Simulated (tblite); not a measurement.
Record of a relaxation.

Species: CH13NSi5.
Bonds: C1–N2, N2–Si3, Si3–Si4, Si4–Si5, Si5–Si6, Si6–Si7, Si3–Si7. Hydrogens: H8, H9, H10 on C1; H11 on N2; H12 on Si3; H13, H14 on Si4; H15, H16 on Si5; H17, H18 on Si6; H19, H20 on Si7.

Computed with GFN2-xTB (tblite), gas phase: L-BFGS steps from a force-field or distance-geometry start until the largest atomic force falls under 0.01 eV/Å. 7 of its 237 geometries are shown.

Step 0: E = -551.5440 eV, largest atomic force 1.388 eV/Å
```
atom  x, y, z in Å  |  force x, y, z in eV/Å
C1      3.356    0.603   -0.435   -0.543   0.148   0.032
N2      2.099    0.187   -1.075    1.377   0.020  -0.172
Si3     0.551    0.458   -0.429   -0.876   0.085   0.405
Si4     0.155   -0.462    1.660    0.440   0.109   0.413
Si5    -2.130   -0.151    1.862   -0.218  -0.029   0.312
Si6    -2.951   -0.675   -0.246   -0.292  -0.084  -0.041
Si7    -1.155   -0.509   -1.699    0.275   0.037  -0.239
H8      3.421    1.702   -0.369    0.035  -0.251   0.081
H9      3.458    0.184    0.574   -0.344   0.085  -0.270
H10     4.194    0.248   -1.020    0.169  -0.105  -0.190
H11     2.128    0.475   -2.043    0.214  -0.188  -0.150
H12     0.345    1.927   -0.385   -0.131   0.089   0.107
H13     0.912    0.231    2.752   -0.138  -0.431  -0.253
H14     0.478   -1.926    1.664    0.006   0.493   0.153
H15    -2.405    1.294    2.150   -0.004  -0.510   0.077
H16    -2.733   -0.996    2.933    0.083   0.404  -0.193
H17    -4.029    0.276   -0.622    0.089  -0.365   0.021
H18    -3.489   -2.067   -0.258   -0.044   0.441  -0.044
H19    -1.474    0.323   -2.884    0.058  -0.325   0.062
H20    -0.737   -1.870   -2.135   -0.155   0.377  -0.113
```

Step 39: E = -551.8263 eV, largest atomic force 0.122 eV/Å
```
atom  x, y, z in Å  |  force x, y, z in eV/Å
C1      3.245    0.486   -0.402   -0.009  -0.021   0.026
N2      2.036    0.082   -1.076    0.028   0.065  -0.042
Si3     0.505    0.578   -0.466   -0.074  -0.019   0.019
Si4     0.249   -0.221    1.709   -0.054   0.007  -0.008
Si5    -2.073   -0.341    1.895    0.062   0.013  -0.062
Si6    -2.905   -0.677   -0.271    0.077  -0.004  -0.067
Si7    -1.157   -0.346   -1.796   -0.078  -0.008   0.056
H8      3.497    1.539   -0.572    0.039  -0.010  -0.053
H9      3.087    0.352    0.666    0.071  -0.029   0.038
H10     4.083   -0.135   -0.719    0.028   0.005  -0.001
H11     2.146    0.077   -2.078    0.092  -0.025  -0.045
H12     0.362    2.055   -0.450    0.018   0.078  -0.002
H13     0.945    0.555    2.747   -0.055   0.039   0.029
H14     0.845   -1.550    1.882    0.032  -0.072  -0.003
H15    -2.513    0.976    2.371   -0.097   0.048   0.057
H16    -2.591   -1.263    2.914    0.017   0.000  -0.037
H17    -4.024    0.224   -0.583    0.001  -0.021   0.031
H18    -3.502   -2.012   -0.399   -0.023  -0.023  -0.014
H19    -1.529    0.476   -2.961   -0.006  -0.053   0.078
H20    -0.710   -1.605   -2.413   -0.069   0.029   0.001
```

Step 79: E = -551.8943 eV, largest atomic force 0.066 eV/Å
```
atom  x, y, z in Å  |  force x, y, z in eV/Å
C1      3.263    0.202   -0.376    0.007  -0.024   0.038
N2      1.988   -0.040   -1.001   -0.012  -0.002   0.022
Si3     0.535    0.765   -0.543    0.009   0.014   0.043
Si4     0.157    0.270    1.716    0.035  -0.001   0.020
Si5    -2.016   -0.568    1.886    0.043   0.008  -0.050
Si6    -2.870   -0.727   -0.285    0.014  -0.004   0.016
Si7    -1.221   -0.093   -1.807   -0.013  -0.011   0.023
H8      3.861    0.941   -0.921    0.010   0.013   0.001
H9      3.099    0.575    0.632   -0.018  -0.004   0.003
H10     3.837   -0.727   -0.310    0.015   0.003  -0.029
H11     2.100   -0.357   -1.950   -0.017  -0.019  -0.061
H12     0.638    2.233   -0.752    0.016   0.002   0.011
H13     0.413    1.409    2.612   -0.032   0.008  -0.017
H14     1.102   -0.737    2.229    0.000   0.031  -0.019
H15    -2.873    0.233    2.770    0.016  -0.002  -0.018
H16    -1.993   -1.883    2.539   -0.037  -0.011   0.017
H17    -4.061    0.117   -0.441   -0.030   0.016   0.001
H18    -3.384   -2.075   -0.554   -0.010  -0.026  -0.016
H19    -1.724    0.916   -2.748   -0.014   0.003  -0.001
H20    -0.856   -1.203   -2.699    0.019   0.005   0.017
```

Step 118: E = -551.9135 eV, largest atomic force 0.044 eV/Å
```
atom  x, y, z in Å  |  force x, y, z in eV/Å
C1      3.206   -0.024   -0.386    0.005   0.005   0.011
N2      1.883   -0.153   -0.942    0.003  -0.016  -0.010
Si3     0.564    0.879   -0.522   -0.006  -0.028   0.002
Si4     0.079    0.543    1.744    0.017   0.005  -0.004
Si5    -1.883   -0.719    1.855   -0.005   0.007   0.000
Si6    -2.789   -0.788   -0.297   -0.042  -0.001  -0.013
Si7    -1.221    0.079   -1.787   -0.003   0.004   0.023
H8      3.826    0.695   -0.936   -0.003   0.000   0.010
H9      3.122    0.321    0.642    0.001  -0.007   0.016
H10     3.716   -0.990   -0.392    0.003   0.003   0.009
H11     1.922   -0.511   -1.885   -0.002   0.000  -0.008
H12     0.877    2.298   -0.815    0.010   0.035   0.003
H13    -0.120    1.831    2.428    0.009  -0.001  -0.005
H14     1.169   -0.066    2.519    0.008   0.000  -0.002
H15    -2.837   -0.161    2.823    0.004  -0.005  -0.002
H16    -1.641   -2.071    2.380    0.009   0.012  -0.014
H17    -4.033   -0.006   -0.340    0.008   0.001  -0.010
H18    -3.240   -2.128   -0.689    0.011  -0.017   0.014
H19    -1.792    1.145   -2.618   -0.022   0.012  -0.004
H20    -0.812   -0.922   -2.784   -0.004  -0.010  -0.015
```

Step 157: E = -551.9211 eV, largest atomic force 0.038 eV/Å
```
atom  x, y, z in Å  |  force x, y, z in eV/Å
C1      3.119   -0.171   -0.299   -0.003  -0.013  -0.009
N2      1.818   -0.221   -0.919    0.010   0.001  -0.012
Si3     0.577    0.932   -0.571   -0.010   0.023  -0.001
Si4     0.068    0.702    1.699   -0.002  -0.010   0.010
Si5    -1.773   -0.732    1.827    0.012  -0.018  -0.002
Si6    -2.729   -0.830   -0.303    0.015  -0.014  -0.011
Si7    -1.259    0.192   -1.800   -0.028   0.003  -0.026
H8      3.775    0.585   -0.746    0.004   0.000  -0.016
H9      2.995    0.073    0.754    0.000   0.000   0.013
H10     3.611   -1.142   -0.378    0.008  -0.010   0.013
H11     1.885   -0.557   -1.868    0.011   0.001  -0.003
H12     1.001    2.309   -0.926    0.004   0.009   0.005
H13    -0.279    2.013    2.269   -0.005   0.009   0.006
H14     1.186    0.271    2.552   -0.013  -0.004   0.000
H15    -2.737   -0.335    2.861   -0.003   0.015  -0.001
H16    -1.368   -2.077    2.263    0.006   0.015   0.001
H17    -4.045   -0.177   -0.321   -0.005  -0.001  -0.002
H18    -3.039   -2.211   -0.699   -0.007   0.005   0.005
H19    -1.905    1.324   -2.480    0.008  -0.016   0.023
H20    -0.907   -0.697   -2.918   -0.002   0.007   0.007
```

Step 197: E = -551.9252 eV, largest atomic force 0.016 eV/Å
```
atom  x, y, z in Å  |  force x, y, z in eV/Å
C1      3.024   -0.315   -0.246    0.004  -0.008  -0.008
N2      1.753   -0.225   -0.921    0.004   0.002   0.005
Si3     0.589    1.014   -0.600   -0.003   0.000   0.006
Si4     0.050    0.829    1.668   -0.002   0.004  -0.003
Si5    -1.666   -0.750    1.805   -0.003   0.003  -0.001
Si6    -2.627   -0.901   -0.321    0.000   0.011   0.006
Si7    -1.281    0.306   -1.798    0.009  -0.004   0.001
H8      3.793    0.318   -0.704   -0.004   0.008  -0.001
H9      2.897   -0.001    0.787   -0.001   0.003  -0.007
H10     3.382   -1.347   -0.254    0.001  -0.006  -0.001
H11     1.828   -0.558   -1.871    0.002  -0.003   0.008
H12     1.098    2.357   -0.976    0.001   0.000   0.000
H13    -0.439    2.127    2.161    0.006   0.001   0.002
H14     1.172    0.543    2.575   -0.003  -0.001   0.003
H15    -2.652   -0.431    2.846   -0.001   0.001  -0.006
H16    -1.146   -2.056    2.236   -0.003   0.003  -0.002
H17    -4.005   -0.389   -0.318    0.001  -0.005   0.004
H18    -2.800   -2.297   -0.743    0.000  -0.015  -0.005
H19    -2.006    1.477   -2.308   -0.003   0.002  -0.002
H20    -0.967   -0.449   -3.021   -0.005   0.006   0.000
```

Step 236: E = -551.9270 eV, largest atomic force 0.009 eV/Å
```
atom  x, y, z in Å  |  force x, y, z in eV/Å
C1      3.023   -0.323   -0.266    0.002   0.002  -0.001
N2      1.732   -0.254   -0.903    0.002   0.000  -0.001
Si3     0.595    1.013   -0.593   -0.002   0.000  -0.002
Si4     0.055    0.832    1.676    0.001   0.003   0.002
Si5    -1.693   -0.714    1.806    0.000   0.002   0.009
Si6    -2.589   -0.945   -0.340    0.002  -0.005  -0.005
Si7    -1.290    0.345   -1.788   -0.001  -0.001   0.003
H8      3.777    0.292   -0.771    0.003  -0.003   0.003
H9      2.929    0.033    0.758    0.000  -0.004  -0.002
H10     3.381   -1.355   -0.244    0.000   0.001  -0.002
H11     1.778   -0.625   -1.841   -0.002   0.005  -0.003
H12     1.140    2.340   -0.974   -0.002   0.000   0.001
H13    -0.396    2.136    2.189    0.002   0.002  -0.003
H14     1.172    0.503    2.573    0.000  -0.001   0.003
H15    -2.713   -0.326    2.791   -0.001   0.000  -0.001
H16    -1.221   -2.008    2.319   -0.001  -0.001   0.002
H17    -4.004   -0.550   -0.376   -0.007   0.000  -0.001
H18    -2.634   -2.355   -0.754    0.002   0.003  -0.001
H19    -2.039    1.540   -2.201    0.002  -0.002  -0.002
H20    -1.008   -0.328   -3.064   -0.001   0.001   0.001
```

Question: Summarise the path.

Answer: The energy falls by 36.95 kJ/mol from step 0 to step 236; nine tenths of that is first reached at step 71. It rises by more than 0.2 meV at step 42. The largest force goes from 1.388 to 0.009 eV/Å. Among the bonds N2–Si3 changes most, from 1.699 to 1.731 Å; the atoms move by 1.429 Å rms after alignment.

Question: Follow the three bonds and two angles with the largest change from start to end.

Answer: 
| step | E above end (kJ/mol) | largest force (eV/Å) | N2–Si3 (Å) | C1–N2 (Å) | Si5–H15 (Å) | N2–Si3–Si4 (°) | N2–Si3–Si7 (°) |
| --- | --- | --- | --- | --- | --- | --- | --- |
| 0 | 36.95 | 1.388 | 1.699 | 1.471 | 1.498 | 115.8 | 113.1 |
| 10 | 15.46 | 0.120 | 1.729 | 1.444 | 1.473 | 116.8 | 111.4 |
| 21 | 13.90 | 0.087 | 1.725 | 1.445 | 1.471 | 115.2 | 111.7 |
| 31 | 11.99 | 0.122 | 1.723 | 1.443 | 1.471 | 112.6 | 108.8 |
| 41 | 9.13 | 0.160 | 1.723 | 1.442 | 1.471 | 109.3 | 109.4 |
| 51 | 6.42 | 0.123 | 1.724 | 1.440 | 1.475 | 107.9 | 110.5 |
| 62 | 4.69 | 0.060 | 1.723 | 1.442 | 1.470 | 107.8 | 111.2 |
| 72 | 3.60 | 0.063 | 1.724 | 1.443 | 1.470 | 106.5 | 109.7 |
| 82 | 2.87 | 0.060 | 1.724 | 1.442 | 1.471 | 107.4 | 107.3 |
| 92 | 2.11 | 0.056 | 1.724 | 1.441 | 1.469 | 107.9 | 105.6 |
| 103 | 1.67 | 0.020 | 1.726 | 1.441 | 1.469 | 107.5 | 104.8 |
| 113 | 1.40 | 0.029 | 1.726 | 1.441 | 1.469 | 107.9 | 104.8 |
| 123 | 1.09 | 0.060 | 1.728 | 1.442 | 1.469 | 107.7 | 104.7 |
| 133 | 0.86 | 0.047 | 1.730 | 1.442 | 1.468 | 107.9 | 105.3 |
| 144 | 0.72 | 0.020 | 1.730 | 1.442 | 1.469 | 107.3 | 105.0 |
| 154 | 0.61 | 0.019 | 1.730 | 1.442 | 1.469 | 106.8 | 104.7 |
| 164 | 0.45 | 0.025 | 1.731 | 1.443 | 1.470 | 106.3 | 104.0 |
| 174 | 0.31 | 0.034 | 1.730 | 1.442 | 1.469 | 106.3 | 103.4 |
| 185 | 0.21 | 0.016 | 1.730 | 1.442 | 1.469 | 106.2 | 103.0 |
| 195 | 0.18 | 0.012 | 1.730 | 1.442 | 1.469 | 106.2 | 103.0 |
| 205 | 0.15 | 0.018 | 1.730 | 1.442 | 1.469 | 106.4 | 103.3 |
| 215 | 0.10 | 0.023 | 1.730 | 1.442 | 1.469 | 106.1 | 103.5 |
| 226 | 0.03 | 0.013 | 1.730 | 1.442 | 1.469 | 105.8 | 103.5 |
| 236 | 0.00 | 0.009 | 1.731 | 1.442 | 1.469 | 105.6 | 103.3 |

The cost below is that of the whole relaxation. Hardware: Intel Xeon at 2.50 GHz, one thread, no GPU, shared host. Cost: 5.8 s of wall time.
